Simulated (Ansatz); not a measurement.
`C=[C](F)[GaH2]` + H₂O → `C=C(O)F` + `[GaH3]` at 298.15 K and 1 bar (formal hydrolysis of a C–Ga bond).

Calculated with Ansatz (gas phase, PBE0-D4/def2-TZVP geometries, no zero-point term in ΔE). CCSD(T)/CBS is the MP2 limit (def2-TZVPP, def2-QZVPP) plus CCSD(T) − MP2 in def2-TZVPP, frozen cores. This one scheme is used for every species. For Ga outer-core shells are correlated without core-valence functions, which leaves a few kJ/mol of doubt a bond. Scalar relativity is left out up to krypton. Each species was taken in one conformer, which may not be the lowest.

| species | CCSD(T)/CBS energy (Eh) | H − E (kJ/mol) | S (J/(mol·K)) |
| --- | --- | --- | --- |
| `C=[C](F)[GaH2]` | -2102.18893 | 141.5 | 318.6 |
| H₂O | -76.37941 | 66.4 | 188.7 |
| `C=C(O)F` | -252.84296 | 141.8 | 284.3 |
| `[GaH3]` | -1925.70545 | 59.6 | 218.4 |

H − E and S are ideal-gas, rigid-rotor, harmonic terms from PBE0-D4/def2-TZVP, for one conformer and one mirror image of each species. 1 Eh = 2625.50 kJ/mol, R = 8.31446 J/(mol·K).

**Question.** By hand: ΔE, ΔH, ΔS and ΔG.

**Answer.** ΔE = (-252.84296) + (-1925.70545) − (-2102.18893) − (-76.37941) = 0.01993 Eh = 52.3 kJ/mol. Δ(H − E) = 141.8 + 59.6 − 141.5 − 66.4 = -6.5, so ΔH = 45.8 kJ/mol. ΔS = 284.3 + 218.4 − 318.6 − 188.7 = -4.6 J/(mol·K). ΔG = 45.8 − 298.15 × (-4.6)/1000 = 47.2 kJ/mol.

**Question.** By hand: the equilibrium constant, and the temperature at which ΔG would vanish if ΔH and ΔS stayed fixed.

**Answer.** log₁₀ K = −ΔG/(RT ln 10) = -8.3. ΔH and −TΔS have one sign here, so there is no such temperature.

The number of gas molecules stays the same, so ΔS is small and ΔH decides. A doubt of 5 kJ/mol in ΔE shifts log₁₀ K by 0.9 here. Other conformers and mirror images would add mixing entropy, several J/(mol·K) or more a flexible species. These are equilibria of isolated gas molecules and say nothing of rates. Largest T1 diagnostic: 0.013 (customary marks: 0.02 for closed shells, 0.045 for open ones).

ΔS is within the doubt of such terms, so its sign, and with it that verdict, could turn.
